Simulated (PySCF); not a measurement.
**Spin states and ions at one geometry of [HfO(OH)3]−**

PySCF 2.14.0, RKS BP86, Hf def2-SVP with ECP60, O def2-SVP, H def2-SVP; non-relativistic Hamiltonian with scalar-relativistic core potentials where named; density fitting; no spin-orbit coupling; singlets restricted, open shells unrestricted. The geometry is relaxed for charge -1, singlet, vacuum:

```xyz
8

Hf   -0.3704    0.0000    0.1197
O     0.5433    0.0000    1.7115
O     0.1725    1.6860   -0.9129
H     0.8246    2.2620   -0.4757
O    -2.3829    0.0000    0.5141
H    -2.6575    0.0000    1.4477
O     0.1725   -1.6860   -0.9129
H     0.8246   -2.2620   -0.4757
```

Energies count from the relaxed state; an electron taken off or put on is at rest in vacuum. Charges and spins are Mulliken's.

| state | energy (eV) | spin squared | charge on Hf1 (e) | spin on Hf1 (e) | dipole about the centre of mass (D) |
| --- | --- | --- | --- | --- | --- |
| charge -1, singlet, vacuum | 0.00 | 0.00 | 0.42 | 0.00 | 0.34 |
| charge -1, triplet, vacuum | 4.89 | 2.00 | -0.09 | 0.89 | 0.06 |

Problem. What does the state charge 0, doublet, vacuum give?

Solution. energy (eV) 4.68, spin squared 0.76, charge on Hf1 (e) 0.69, spin on Hf1 (e) -0.08, dipole about the centre of mass (D) 1.24.

With an electron taken off (doublet) the charges change, summed by element, by Hf +0.27 e, O +0.55 e, H +0.18 e. The vertical ionisation energy is 4.68 eV, against −ε(HOMO) = 0.97 eV of the relaxed state. The level lies 3.7 eV too high, as is usual for semilocal functionals and global hybrids, which keep a self-interaction error.

Open shells may have lower solutions than those found. Hard to converge, so the more doubtful: charge -1, triplet, vacuum; charge 0, doublet, vacuum. The basis has no diffuse functions, which an anion needs.
